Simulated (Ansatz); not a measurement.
Two isomers of C3H8Sn: A = `C[CH2][Sn][CH3]`, B = `C=C[CH2][SnH3]`.

Isolated molecules relaxed with PBE0-D4/def2-TZVP in Ansatz; ΔE leaves out vibrations. CCSD(T)/CBS is the MP2 limit (def2-TZVPP, def2-QZVPP) plus CCSD(T) − MP2 in def2-TZVPP, frozen cores. Functionals use def2-TZVPP. B3LYP here is the variant with VWN-RPA as its local correlation; programs differ in this. def2 core potentials past Kr. For Sn outer-core shells are correlated without core-valence functions, which leaves a few kJ/mol of doubt a bond. One conformer a species, not always the lowest.

(1) Which is lower in electronic energy at CCSD(T)/CBS, and by how much? (Estimate.)

(2) Give E(B) − E(A) in kcal/mol with PBE0-D4, CCSD/def2-TZVPP, BLYP-D4, ωB97M-V, B2PLYP, HF/def2-TZVPP, B3LYP-D4. (An estimate is asked.)

(3) Does the order hold for the free energy at 298.15 K (harmonic terms from PBE0-D4)? (An estimate is asked.)

Largest T1 diagnostic: 0.013.

## Answers

(1) The calculation gave: A, by 19.9 kcal/mol.

(2) Computed: PBE0-D4 20.7, CCSD/def2-TZVPP 18.6, BLYP-D4 22.1, ωB97M-V 19.3, B2PLYP 20.7, HF/def2-TZVPP 15.2, B3LYP-D4 21.3. None reverses the order clearly.

(3) The calculation gave: Yes: G(B) − G(A) = +15.3 kcal/mol, for one conformer each. Modes under 60 cm⁻¹, often nearly free rotors, make the harmonic entropy too high.

From BLYP to BHLYP (50 % exact exchange), in def2-TZVPP and without D4, E(B) − E(A) moves by −1.8 kcal/mol. At CCSD(T), def2-SVP lies −3.3 kcal/mol from the extrapolated value and def2-TZVPP −1.8 kcal/mol.
